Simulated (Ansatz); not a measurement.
Reaction (substitution at a C–C bond): `C=CCCCCCC` + `BN` → `BNCC=C` + `CCCCC`

Program: Ansatz. Geometries: PBE0-D4/def2-TZVP. ΔE: electronic, gas phase. CBS: MP2 limit from def2 TZ/QZ plus the TZ coupled-cluster correction, frozen cores. This one scheme is used for every species. DFT in def2-TZVPP. Each species was taken in one conformer, which may not be the lowest.

| level | ΔE (kJ/mol) | difference from CCSD(T)/CBS |
| --- | --- | --- |
| PBE-D4 | 19.9 | -5.0 |
| PBE0-D4 | 22.3 | -2.6 |
| r2SCANh-D4 | 23.0 | -1.9 |
| ωB97X-V | 22.7 | -2.2 |
| PBE-QIDH | 23.6 | -1.3 |
| revPBE | 14.1 | -10.8 |
| r2SCAN | 20.7 | -4.2 |
| r2SCANh | 21.3 | -3.6 |
| r2SCAN0 | 22.0 | -2.9 |
| CAM-B3LYP | 17.0 | -7.9 |
| MP2/def2-SVP | 23.1 | -1.8 |
| CCSD(T)/def2-SVP | 19.5 | -5.4 |
| MP2/def2-TZVPP | 27.7 | 2.8 |
| CCSD(T)/def2-TZVPP | 24.4 | -0.5 |
| MP2/def2-QZVPP | 27.9 | 3.0 |
| HF/CBS(def2) | 16.7 | -8.2 |
| CCSD(T)/CBS | 24.9 | 0 |

Largest T1 diagnostic among the species: 0.012.

In def2-TZVPP, CCSD(T) changes the Hartree–Fock value by +7.7 kJ/mol (the triples alone add +0.6 kJ/mol) and MP2 by +11.0 kJ/mol. At CCSD(T), def2-SVP lies −5.4 kJ/mol from the extrapolated value and def2-TZVPP −0.5 kJ/mol. The D4 term adds +5.2 kJ/mol with B3LYP and +3.4 kJ/mol with PBE0; it sums over pairs of atoms, weighted by their polarisabilities, and B3LYP, whose exchange is more repulsive, gets the larger term.

B3LYP here is the variant with VWN-RPA as its local correlation; programs differ in this.
